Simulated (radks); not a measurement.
Values are calculated unless marked as measured or tabulated.
Problem. All-electron atom: Ar7+ in [Ne] 3s1. Level of theory: scalar-relativistic Kohn-Sham, LB94 model potential, spin-polarised, spherical densities, finite nucleus; open shells are filled with parallel spins first; Fermi nuclear charge, rms radius 3.4274 fm (a radial shooting solver on a logarithmic mesh with Libxc functionals). Some entries of the table are withheld. Estimate them.

| orbital | occ. | eigenvalue (hartree) | <1/r> (bohr^-1) |
|---|---|---|---|
| 1s up | 1 | -122.1251 | 17.73 |
| 1s down | 1 | -122.1022 | 17.73 |
| 2s down | 1 | -16.68934 | 3.562 |
| 2s up | 1 | -16.68407 | 3.574 |
| 2p down | 3 | (1) | (2) |
| 2p up | 3 | (3) | (4) |
| 3s down | 0 | (5) | 1.270 |
| 3s up | 1 | (6) | 1.246 |

Solution. 
(1) 2p down eigenvalue (hartree): -14.27498
(2) 2p down <1/r> (bohr^-1): 3.497
(3) 2p up eigenvalue (hartree): -14.26954
(4) 2p up <1/r> (bohr^-1): 3.508
(5) 3s down eigenvalue (hartree): -5.50747
(6) 3s up eigenvalue (hartree): -5.35218
